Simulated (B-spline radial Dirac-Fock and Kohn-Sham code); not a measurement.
X-ray lines that fill the 1s vacancy in Os³⁺

System: Os³⁺, configuration 1s2 2s2 2p6 3s2 3p6 3d10 4s2 4p6 4d10 4f14 5s2 5p6 5d5, inside a Watson sphere of charge -3 and radius 1.8 Å (a model of the Madelung potential; inside it an electron's potential energy is raised by 24.0 eV).

The computed values come from a B-spline atomic structure program: independent-particle radiative and Coulomb Auger rates from relativistic LDA hole-state orbitals, with Dirac-Fock energies.

```
        line  multipole  energy (eV)  rate (s⁻¹)  share (%)
        K-L1         M1      60892.7    1.84e+13     0.0291
  Kα2 (K-L2)         E1      61481.1    1.84e+16       29.2
  Kα1 (K-L3)         E1      62995.1    3.18e+16       50.3
  Kβ3 (K-M2)         E1      71070.5    3.41e+15       5.39
  Kβ1 (K-M3)         E1      71404.6    6.63e+15       10.5
Kβ5'' (K-M4)         E2      71835.3    7.96e+13      0.126
 Kβ5' (K-M5)         E2      71906.3    9.95e+13      0.157
Kβ2'' (K-N2)         E1      73314.0    7.86e+14       1.24
 Kβ2' (K-N3)         E1      73392.6    1.54e+15       2.43
        K-N4         E2      73572.7    1.98e+13     0.0313
        K-N5         E2      73587.2    2.46e+13     0.0389
        K-O2         E1      73812.1    1.33e+14      0.210
        K-O3         E1      73824.5    2.53e+14      0.401
```

The listed lines hold 100.0 % of the radiative rate. The radiative width is 41.6 eV in the length form and 42.5 eV in the velocity form; the two differ because the transition energies are not eigenvalue differences of the potential that gave the orbitals. Kα2/Kα1 is 0.580 and Kβ/Kα is 0.258.
